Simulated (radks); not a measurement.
Kinetic energies: the exact non-interacting value of the Kohn-Sham orbitals and orbital-free approximations, as 100 (|E| - |E exact|)/|E exact|, negative where the magnitude is too small. Species: Al3+ [Ne]; Li+ [He]; Co4+ [Ar] 3d5; Al2+ [Ne] 3s1; Pb2+ [Hg]. Calculated with a radial shooting solver on a logarithmic mesh with Libxc functionals: non-relativistic Kohn-Sham, LDA (Slater exchange, Perdew-Wang correlation), spin-polarised, spherical densities, point nucleus. Every spin shell is full or empty, so the densities are truly spherical. Functionals are evaluated on that one density, not self-consistently.

functional	Al3+	Li+	Co4+	Al2+	Pb2+
exact (hartree)	238.755	7.05629	1374.54	239.798	19511.9
Thomas-Fermi	-7.70	-9.96	-6.48	-7.73	-4.58
von Weizsacker	-34.85	0.00	-48.46	-35.15	-64.91
TF + vW	+57.45	+90.04	+45.05	+57.12	+30.51
TF + vW/5	+5.33	+10.04	+3.82	+5.24	+2.44
LC94	+0.16	+0.76	-0.01	+0.12	+0.02
APBEK	+0.29	+0.66	+0.08	+0.25	+0.05
revAPBEK	+0.70	+1.55	+0.35	+0.65	+0.18
Perdew 92	-0.45	+1.17	-0.75	-0.51	-0.67
Thakkar	+0.02	+1.03	-0.41	-0.02	-0.79
Pearson	-1.81	-3.73	-1.29	-1.84	-0.83
PG1	+27.47	+52.90	+19.75	+27.14	+12.27
DePristo-Kress	+0.10	+1.11	-0.09	+0.01	-0.20
Ernzerhof	+0.37	+4.67	-0.31	+0.25	-0.47
